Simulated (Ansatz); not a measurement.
All values below come from frozen-core CCSD(T)/cc-pVDZ // PBE0-D3(BJ)/def2-SVP in Ansatz (a first-principles code).

Ansatz 0.2 input:
```yaml
crystal:
  periodic: [false, false, false]
  atoms:
    - { symbol: C, position_ang: [-2.378617, -0.601415, -0.045014] }
    - { symbol: O, position_ang: [-1.671091, 0.554804, -0.426961] }
    - { symbol: Ge, position_ang: [0.029153, 0.740543, -0.046515] }
    - { symbol: O, position_ang: [0.59536, 2.118735, -0.975775] }
    - { symbol: O, position_ang: [0.402442, 1.072839, 1.63784] }
    - { symbol: O, position_ang: [0.780966, -0.796284, -0.428701] }
    - { symbol: C, position_ang: [2.107282, -1.07482, -0.049849] }
    - { symbol: H, position_ang: [-2.568753, -0.622968, 1.043091] }
    - { symbol: H, position_ang: [-3.350684, -0.593345, -0.561461] }
    - { symbol: H, position_ang: [-1.842291, -1.524944, -0.322027] }
    - { symbol: H, position_ang: [0.107726, 2.21301, -1.802214] }
    - { symbol: H, position_ang: [0.370075, 2.016298, 1.832177] }
    - { symbol: H, position_ang: [2.834963, -0.542282, -0.688382] }
    - { symbol: H, position_ang: [2.277798, -2.155964, -0.167738] }
    - { symbol: H, position_ang: [2.305676, -0.804202, 1.001531] }
basis:
  gaussian: { orbitals: cc-pVDZ }
correlation:
  method: ccsd_t
```

Output:

```
Functional definition: HF
1443 factors; integrals over basis functions are off by at most 1.3e-3 eV
mean field evaluation 1: about -66806.0533 eV, gradient 5.3e1 eV
mean field evaluation 2: about -66806.2069 eV, gradient 5.3e1 eV
mean field evaluation 4: about -66811.5237 eV, gradient 3.8e0 eV
mean field evaluation 8: about -66811.5721 eV, gradient 1.6e-1 eV
mean field evaluation 16: about -66811.3698 eV, gradient 5.1e-1 eV
mean field -66811.57217985 eV, -2455.2799910995 hartree, gradient 5.3e-6 eV, S^2 0.000000; 0 other end points of the search recorded, 0 dependent functions left out
15 core orbitals not correlated
reference -66811.57217985 eV, -2455.2799910995 hartree; 27, 27 occupied and 109, 109 virtual orbitals, 1443 factors
second order -31.16223521 eV of doubles, -0.00000000 eV of singles
cycle   1  -31.50701899 eV  change   -3.4e-1 eV  update   1.3e-1
cycle   2  -32.27700096 eV  change   -7.7e-1 eV  update   3.6e-2
cycle   3  -32.48184269 eV  change   -2.0e-1 eV  update   1.9e-2
cycle   4  -32.47191991 eV  change    9.9e-3 eV  update   3.7e-3
cycle   5  -32.47092583 eV  change    9.9e-4 eV  update   1.6e-3
cycle   6  -32.47178648 eV  change   -8.6e-4 eV  update   4.9e-4
cycle   7  -32.47148618 eV  change    3.0e-4 eV  update   1.8e-4
cycle   8  -32.47135607 eV  change    1.3e-4 eV  update   5.2e-5
cycle   9  -32.47135955 eV  change   -3.5e-6 eV  update   2.0e-5
perturbative correction -0.81916852 eV, -0.0301038880 hartree
Total energy: -66844.86270793 eV, -2456.5033954411 hartree
```

Cost: around 2.3 core-minutes (rough).
